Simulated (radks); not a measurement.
Valence configurations of Pm+ (all share [Xe]). Calculated with a radial shooting solver on a logarithmic mesh with Libxc functionals: scalar-relativistic Kohn-Sham, LDA (Slater exchange, Perdew-Wang correlation), spin-polarised, spherical densities, point nucleus; open shells are filled with parallel spins first (spin-orbit coupling, left out, can overturn this in heavy ions). Energies are relative to 4f5 6s1; eigenvalues in eV for spin up.

| valence | E (eV) | moment (Bohr magnetons) | e(4f) | e(5d) | e(6p) | e(6s) |
|---|---|---|---|---|---|---|
| 4f5 6s1 | 0.000 | 6 | -9.415 | - | - | -8.898 |
| 4f4 5d1 6s1 | 3.586 | 6 | -14.952 | -9.257 | - | -9.579 |
| 4f4 6s2 | 4.291 | 4 | -17.289 | - | - | -10.111 |
| 4f2 5d2 6s2 | 28.255 | 4 | -31.047 | -13.581 | - | -11.242 |
| 4f6 | 1.654 | 6 | -3.818 | - | - | - |
| 4f4.5 5d0.5 6s1 | 1.274 | 6 | -12.061 | -8.555 | - | -9.255 |
| 4f5 5d1 | 1.188 | 6 | -7.616 | -6.631 | - | - |
| 4f3.5 5d1.5 6s1 | 7.048 | 6 | -18.044 | -9.953 | - | -9.870 |
| 4f4.5 6s1.5 | 1.404 | 5 | -13.148 | - | - | -9.522 |
| 4f5 6p1 | 3.225 | 6 | -10.569 | - | -6.284 | - |

NIST lists [Xe] 4f5 6s1 as the ground configuration; this level of theory agrees among the configurations tried. The energies are those of spherical high-spin densities, not of single terms.
